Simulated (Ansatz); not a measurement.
CH9FOSi3, SMILES [SiH2](O[SiH2][SiH2]C)F.

Coordinates come from a r2SCAN-D4/def2-SVP optimisation. This is a generated structure with no PubChem entry under its InChIKey; it may be hypothetical. One conformer was computed; it need not be the lowest.

Two levels are set side by side: PBE/def2-SVPD (Ansatz, a first-principles code) and CAM-B3LYP/def2-SVPD (Ansatz). Energy differences of separate SCF runs at the same geometry; the states with an electron removed or added have multiplicity 2 and 2. Differences are taken from unrounded values.

| quantity | PBE |
|---|---|
| vertical ionisation energy (eV) | 9.38 |
| vertical singlet–triplet gap (eV) | 5.13 |

Question: These are the PBE values. What does CAM-B3LYP give? (An estimate is asked for; the answer gives what the named calculation found.)

Answer: 
| quantity | CAM-B3LYP | PBE minus CAM-B3LYP |
|---|---|---|
| vertical ionisation energy (eV) | 9.84 | -0.46 |
| vertical singlet–triplet gap (eV) | 5.77 | -0.65 |
